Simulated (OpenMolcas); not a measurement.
# Al: effect of the level shift or regulariser

```json
{
  "Program": "OpenMolcas 26.06",
  "Basis": "ANO-RCC-VTZP [5s4p2d1f]",
  "Scalar Hamiltonian": "DKH2, point nucleus",
  "Active space": "3 electrons in 4 orbitals (3s 3p)",
  "State averaging": "2S+1 = 4 odd, 1 root (0 in the spin-orbit step); 2S+1 = 2 odd, 3 roots; 2S+1 = 4 even, 3 roots; 2S+1 = 2 even, 5 roots",
  "Spin-orbit coupling": "RASSI with atomic mean-field integrals over the reference wave functions, term energies averaged over their components"
}
```

Methods on the same reference wave functions:
A. CASSCF
B. SS-CASPT2, IPEA 0.25 Eh, imaginary shift 0.1 Eh (closed shells correlated: 2s 2p)
C. SS-CASPT2, IPEA 0.25 Eh, real shift 0.2 Eh (closed shells correlated: 2s 2p)

Energies in eV above 3s2 3p 2P* 1/2, the measured ground level; measured values from NIST Handbook of Basic Atomic Spectroscopic Data.

| Level | A | B | C | Measured |
| --- | --- | --- | --- | --- |
| 3s2 3p 2P* 1/2 | 0.0000 | 0.0000 | 0.0000 | 0.0000 |
| 3s2 3p 2P* 3/2 | 0.0128 | 0.0128 | 0.0128 | 0.0139 |
| 3s 3p2 4P 1/2 | 2.8569 | 3.321 | 3.314 | 3.5981 |
| 3s 3p2 4P 3/2 | 2.8615 | 3.325 | 3.319 | 3.6038 |
| 3s 3p2 4P 5/2 | 2.8692 | 3.333 | 3.327 | 3.6132 |
| 3s 3p2 2D 3/2 | 5.5852 | 5.082 | 5.139 |  |
| 3s 3p2 2D 5/2 | 5.5852 | 5.082 | 5.139 |  |

Deviations, from unrounded energies. A percentage is the sum of absolute deviations over the sum of measured energies, with the sign that they share, or ± where signs differ.

```tsv
Against measurement	Levels	A	B	C
mean absolute deviation (cm-1)	4	4500	1700	1700
fine structure of the ground term (%)	1	-7.9	-7.9	-7.9
other configurations (%)	3	-20.6	-7.7	-7.9
```

B, C lie about equally close to measurement and A furthest from it. The largest miss of B in the table is 3s 3p2 4P 5/2, by -2300 cm-1. The ranking rests on the paired levels alone, and a cruder setting can come out closer through cancelling errors.

Between B and C the level of the table that moves most is 3s 3p2 2D 3/2, by 460 cm-1 (lowest in B, highest in C).

The lowest spin-free term lies below A's lowest term by 0.234 hartree in B, 0.234 hartree in C.

Terms of s pⁿ other than that of highest spin mix with s² pⁿ⁻² d, which this space lacks; all of them can be thousands of cm-1 off, and some have no real level of that name. Without dynamic correlation excited terms often stand tens of per cent too high (terms of higher spin than the ground term too low), and those without a measured partner can miss by more than the paired ones (holds for A). Measured partners are found by configuration, term and J. A level has none where our copy of the source lacks it or the pairing is in doubt (some pairs that miss far off the trend of their configuration count as doubtful), and it then counts in no deviation. Only configurations of the active space appear.

* marks odd parity.
